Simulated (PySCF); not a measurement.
Compound: CH₈BNSi.
InChI=1S/CH8BNSi/c3-2-1-4/h2H,1,3H2,4H3

Torsions of this conformer, `[NH2:1][BH:2][CH2:3][SiH3:4]`: N1–B2–C3–Si4 -102°, H–N1–B2–C3 178°, H–N1–B2–C3 -2°.

The closed-shell ground state was solved at several levels (PySCF, density fitting, gas phase, non-relativistic). Isolated species at its PBE0-D3(BJ)/def2-SVP geometry (one conformer only).

```json
{"level": "PBE0/pcSseg-1", "basis functions": "115", "total energy (Eh)": "-411.7590", "HOMO (eV)": "-8.17", "LUMO (eV)": "0.42", "gap (eV)": "8.59", "dipole (D)": "2.05"}
{"level": "CAM-B3LYP/def2-SVPD", "basis functions": "148", "total energy (Eh)": "-411.8261", "HOMO (eV)": "-9.59", "LUMO (eV)": "1.00", "gap (eV)": "10.59", "dipole (D)": "1.90"}
```

Q: What might HF/pcSseg-2 (263 basis functions) give for the same quantities?

A: Total energy -410.7010 Eh, HOMO -11.33 eV, LUMO 2.62 eV, gap 13.95 eV, dipole 1.78 D.

Q: Over all these levels, which gives the widest orbital gap and which the narrowest?

A: HF/pcSseg-2 (Hartree–Fock, all exact exchange) has the widest, 13.95 eV, and PBE0/pcSseg-1 (global hybrid, 25 % exact exchange) the narrowest, 8.59 eV. Functional and basis both differ between the two, so the spread mixes both effects. The HOMO need not be the same orbital at Hartree–Fock and at DFT levels.

Q: How far do the dipole and the HOMO energy spread over the levels?

A: The dipole runs from 1.78 to 2.05 D (mean 1.91 D) and the HOMO from -11.33 to -8.17 eV.
